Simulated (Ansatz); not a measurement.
Reaction (substitution at a C–S bond): `OC([SiH3])S` + `[AsH3]` → `OC([SiH3])[AsH2]` + H₂S

Gas-phase electronic energies from Ansatz, PBE0-D4/def2-TZVP geometries. CCSD(T)/CBS adds triple-zeta CCSD(T) − MP2 to the extrapolated MP2 energy (def2 sets, frozen cores). This one scheme is used for every species. For As outer-core shells are correlated without core-valence functions, which leaves a few kJ/mol of doubt a bond. Scalar relativity is left out up to krypton. One conformer a species, not always the lowest.

`OC([SiH3])S`:

```xyz
10

O     0.356    0.850   -1.397
C     0.327   -0.193   -0.435
Si   -0.477    0.354    1.203
S    -0.631   -1.574   -1.060
H     0.811    1.605   -1.010
H     1.340   -0.561   -0.229
H    -0.153   -0.602    2.291
H    -1.947    0.473    1.033
H     0.091    1.691    1.534
H     0.282   -2.044   -1.929
```

`[AsH3]`:

Cartesian coordinates in Å:
```
As 0.267 0.568 -0.099
H 0.757 -0.428 0.941
H -1.182 0.375 0.321
H 0.158 -0.515 -1.163
```

`OC([SiH3])[AsH2]`:

```xyz
11

O     1.702   -0.015   -0.771
C     0.668   -0.171    0.184
Si   -0.510    1.292    0.025
As   -0.255   -1.928   -0.072
H     2.323   -0.745   -0.687
H     1.063   -0.205    1.209
H    -1.122    1.286   -1.328
H    -1.571    1.143    1.055
H     0.203    2.580    0.241
H    -1.348   -1.430   -1.010
H    -1.151   -1.806    1.153
```

H₂S:

Cartesian coordinates in Å:
```
S -0.554 -0.126 0.246
H 0.666 -0.667 0.379
H -0.111 0.793 -0.624
```

| level | ΔE (kJ/mol) |
| --- | --- |
| MP2/def2-TZVPP | -25.6 |
| SCS-MP2/def2-TZVPP | -24.3 |

Task: What does CCSD(T)/CBS give? (Best estimate.)

Result: Ansatz gave: -22.2 kJ/mol. The listed levels differ from it by -3.4, -2.1 kJ/mol.

Largest T1 diagnostic among the species: 0.012.

The D4 term adds −3.4 kJ/mol with B3LYP and −1.9 kJ/mol with PBE0; it sums over pairs of atoms, weighted by their polarisabilities, and B3LYP, whose exchange is more repulsive, gets the larger term. In def2-TZVPP, CCSD(T) changes the Hartree–Fock value by −5.6 kJ/mol (the triples alone add +0.1 kJ/mol) and MP2 by −7.1 kJ/mol.

B3LYP here is the variant with VWN-RPA as its local correlation; programs differ in this.
